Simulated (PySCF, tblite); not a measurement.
Isomers of C4H6ClSi (doublet state), one GFN2-xTB conformer each. Single-point energies are computed at B3LYP/pcH-1 (PySCF, gas phase, no added dispersion term), electronic only. GFN2-xTB treats the open shell by occupation alone, and not every SCF solution was tested for stability.

```json
{"SMILES": "C=C/C(Cl)=C\\[SiH2]", "GFN2-xTB relative energy (kcal/mol)": "0.0"}
{"SMILES": "C=C/C(Cl)=[C]/[SiH3]", "GFN2-xTB relative energy (kcal/mol)": "20.6"}
```

Conformers: `[CH2:1]=[CH:2]/[C:3]([Cl:4])=[CH:5]\[SiH2:6]` (doublet state) with C1–C2–C3–Cl4 0°; `[CH2:1]=[CH:2]/[C:3]([Cl:4])=[C:5]/[SiH3:6]` (doublet state) with C1–C2–C3–Cl4 0°.

What does B3LYP/pcH-1 give for the same structures?

| SMILES | B3LYP/pcH-1 E (Eh) | B3LYP/pcH-1 (kcal/mol) | GFN2-xTB (kcal/mol) | point group |
| --- | --- | --- | --- | --- |
| C=C/C(Cl)=C\[SiH2] | -905.66530 | 0.0 | 0.0 | Cs |
| C=C/C(Cl)=[C]/[SiH3] | -905.64493 | 12.8 | 20.6 | near Cs |

Both levels put the same isomer lowest. 

What happens when harmonic zero-point energies from GFN2-xTB frequencies are added?

```csv
SMILES,ZPE (kcal/mol),electronic (kcal/mol),with ZPE (kcal/mol)
C=C/C(Cl)=C\[SiH2],49.4,0.0,0.0
C=C/C(Cl)=[C]/[SiH3],47.2,12.8,10.6
```

The zero-point energies span 2.2 kcal/mol. The order is unchanged.

As an exercise, what shares would exp(−E/RT) give at 2000 K from these electronic energies alone (no entropy, no degeneracies)?

RT = 3.974 kcal/mol: C=C/C(Cl)=C\[SiH2] 96.1 %, C=C/C(Cl)=[C]/[SiH3] 3.9 %.
